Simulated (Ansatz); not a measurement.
Ansatz (an electronic-structure program) input (PBE0/def2-TZVPD):

Ansatz 0.2 input:
```yaml
crystal:
  periodic: [false, false, false]
  atoms:
    - {symbol: C, position_ang: [-2.42491314, -1.03475260, 0.20282791]}
    - {symbol: C, position_ang: [-1.15660579, -0.25381396, 0.01052330]}
    - {symbol: C, position_ang: [-1.16952162, 1.05796522, -0.46216143]}
    - {symbol: C, position_ang: [0.03653262, 1.72366942, -0.61736873]}
    - {symbol: C, position_ang: [1.21453886, 1.06602248, -0.29858977]}
    - {symbol: C, position_ang: [1.14601171, -0.24603196, 0.16850711]}
    - {symbol: C, position_ang: [2.38139492, -1.01850904, 0.53259126]}
    - {symbol: N, position_ang: [-0.01871651, -0.88307560, 0.31629224]}
    - {symbol: H, position_ang: [-3.30356912, -0.45038549, -0.06869343]}
    - {symbol: H, position_ang: [-2.51895064, -1.34872802, 1.24398006]}
    - {symbol: H, position_ang: [-2.40385326, -1.94155721, -0.40436506]}
    - {symbol: H, position_ang: [-2.10713547, 1.54156502, -0.70155849]}
    - {symbol: H, position_ang: [0.05813502, 2.74290631, -0.98243002]}
    - {symbol: H, position_ang: [2.17278800, 1.55602960, -0.40791067]}
    - {symbol: H, position_ang: [2.33446437, -1.33232525, 1.57697544]}
    - {symbol: H, position_ang: [3.28494950, -0.42811870, 0.38334833]}
    - {symbol: H, position_ang: [2.44956175, -1.92515444, -0.07136968]}
basis:
  gaussian:
    orbitals: def2-TZVPD
hamiltonian:
  xc: {name: PBE0}
total_charge: -1
magnetization: {spin_polarized: true, initial_magnetization: 1}
```

End of the output:

```
1856 factors; their error is unknown
0.64 GiB of the device are held for the grids
2.94 GiB of device memory are held for the factors and their scratch space
mean field: 4.07 GiB planned
mean field evaluation 1: about -8877.3850 eV, gradient 4.6e1 eV
mean field evaluation 2: about -8864.9181 eV, gradient 6.4e1 eV
mean field evaluation 4: about -8887.4839 eV, gradient 4.0e0 eV
mean field evaluation 8: about -8887.5795 eV, gradient 3.0e-1 eV
mean field evaluation 16: about -8887.5637 eV, gradient 3.0e-3 eV
mean field evaluation 32: about -8886.2289 eV, gradient 1.1e1 eV
mean field evaluation 64: about -8887.3526 eV, gradient 9.2e-1 eV
mean field evaluation 96: about -8887.5378 eV, gradient 1.9e0 eV
mean field -8887.56369197 eV, -326.6119414729 hartree, gradient 7.7e-6 eV, S^2 0.759944; 10 other end points of the search recorded, 0 dependent functions left out
reference -8887.56374114 eV, -326.6119432800 hartree; 30, 29 occupied and 347, 348 virtual orbitals, 1856 factors
Total energy: -8887.56374114 eV, -326.6119432800 hartree
```

This state (charge -1, doublet) is run at the relaxed geometry of the species with charge 0 and multiplicity 1.
